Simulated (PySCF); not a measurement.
Compound: C₆H₁₃Si₂ (doublet state).
InChI=1S/C6H13Si2/c1-2-8-5-3-7(1)4-6-8/h7H,1-6H2

Theory: PySCF 2.14.0, PBE0-D3(BJ)/def2-SVP geometry optimisation, gas phase.

Take the most abundant isotopes and a rigid rotor. 

(1) What are A, B and C (MHz)?

(2) Classify the top.

(3) Where do the R-branch lines fall?

(4) Estimate the classical rotational partition function at 100 K, 200 K and 500 K.

Results:

(1) Ia = 292.75, Ib = 336.26, Ic = 336.38 u·Å²; 505379 MHz·u·Å²/I gives A = 1726, B = 1503, C = 1502 MHz.

(2) A prolate symmetric top, as the point group C3 requires two equal moments: κ = (2 × 1503 − 1726 − 1502)/(1726 − 1502) ≈ -1.00.

(3) The dipole of 0.16 D lies along the symmetry axis, so ΔK = 0 and J+1 ← J falls at 2B(J+1) for every K: 3.01 GHz, 6.01 GHz, 9.02 GHz, 12.02 GHz, 15.03 GHz for J = 0 to 4.

(4) Point group C3, symmetry number σ = 3; q = (√π/σ)·√((kT/h)³/(ABC)), k/h = 20836.6 MHz/K: 28500 at 100 K, 80500 at 200 K, 318000 at 500 K.

For this open shell read J as N, the rotation without spin; fine and hyperfine splittings come on top. No frequency check. ⟨S²⟩ = 0.752 (exact for a doublet: 0.75). No vibrational averaging or centrifugal distortion is included, and the geometry carries the error of its method.

Time: 2.5 min. Hardware: one thread, x86-64 server, on a shared host. These figures are those of the optimisation.
